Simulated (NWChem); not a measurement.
HTeSF; SMILES F[Te]S

```xyz
4

Te     0.2779     0.4294     0.0018
F     -1.5310     1.2291    -0.0436
S     -0.2121    -1.9120    -0.0582
H     -0.3650    -2.1236     1.2855
```
Atoms are numbered in this order, from 1.

Computed with NWChem. Coordinates come from a PBE-D3(BJ)/def2-SVP optimisation. def2 effective core potentials on Te; no spin-orbit coupling. B3LYP is NWChem's, with the RPA form of VWN correlation. Static field.

Task: Among these, which level gives the lowest value of “isotropic polarisability (bohr³)”?
A) LC-BLYP (range parameter 0.33 per bohr)/def2-SVPD
B) PBE/def2-SVPD
C) Hartree-Fock/def2-SVPD
D) B3LYP/def2-SVPD

Result: C, Hartree-Fock/def2-SVPD. Values: Hartree-Fock/def2-SVPD 60.6; LC-BLYP (range parameter 0.33 per bohr)/def2-SVPD 63.3; B3LYP/def2-SVPD 64.4; PBE/def2-SVPD 66.1
